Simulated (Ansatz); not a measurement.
# AlClF2 (SMILES [F][Al]([F])[Cl]): methods side by side

The species is AlClF2 (4 atoms), meant as a singlet with charge 0. As SMILES, `[F][Al]([F])[Cl]`. The coordinates come from a PBE0-D4/def2-TZVP relaxation.

| atom | x (Å) | y (Å) | z (Å) |
| --- | --- | --- | --- |
| F | 0.9972 | 0.7218 | 1.1496 |
| Al | 0.0693 | -0.0508 | 0.0536 |
| F | 0.2735 | -1.6538 | -0.1647 |
| Cl | -1.3400 | 0.9828 | -1.0386 |

Quantity: the energy change with the Al2–Cl4 bond stretched from 2.061 to 5.152 Å, in eV. The values are calculated.

```json
{"level": "BLYP/STO-3G (restricted)", "kind": "GGA", "program": "Ansatz", "value (eV)": "5.27", "less FCI/STO-3G": "-0.54", "CPU time (all runs)": "5.6 s"}
{"level": "r2SCAN/STO-3G (restricted)", "kind": "meta-GGA", "program": "Ansatz", "value (eV)": "5.82", "less FCI/STO-3G": "+0.01", "CPU time (all runs)": "49 s"}
{"level": "B3LYP/STO-3G (restricted)", "kind": "global hybrid", "program": "Ansatz", "value (eV)": "6.06", "less FCI/STO-3G": "+0.25", "CPU time (all runs)": "5.3 s"}
{"level": "wB97M-V/STO-3G (restricted)", "kind": "range-separated hybrid", "program": "Ansatz", "value (eV)": "7.26", "less FCI/STO-3G": "+1.45", "CPU time (all runs)": "69 s"}
{"level": "MP2/STO-3G (restricted)", "kind": "perturbation theory", "program": "Ansatz", "value (eV)": "6.81", "less FCI/STO-3G": "+1.00", "CPU time (all runs)": "0.6 s"}
{"level": "CCSD/STO-3G (restricted)", "kind": "coupled cluster or CI", "program": "Ansatz", "value (eV)": "6.13", "less FCI/STO-3G": "+0.32", "CPU time (all runs)": "0.72 s"}
{"level": "CCSDT(Q)/STO-3G (restricted)", "kind": "coupled cluster or CI", "program": "Ansatz", "value (eV)": "5.84", "less FCI/STO-3G": "+0.03", "CPU time (all runs)": "2.2 s"}
{"level": "CCSDT/STO-3G (restricted)", "kind": "coupled cluster or CI", "program": "Ansatz", "value (eV)": "5.86", "less FCI/STO-3G": "+0.05", "CPU time (all runs)": "2.1 s"}
{"level": "FCI/STO-3G", "kind": "exact in the basis", "program": "Ansatz", "value (eV)": "5.81", "less FCI/STO-3G": "0.00", "CPU time (all runs)": "41 s"}
```

FCI/STO-3G is exact within its basis and frozen core, so for wave-function methods in that basis the difference is their error; functionals converge differently with the basis, so for them it is only a difference. The first shape isn't each level's own minimum. The values span 5.27 to 7.26 eV. All rows use very small basis sets, so none should be taken for the real molecule's value. CPU times are rough (shared hosts, several kinds of processor and program).
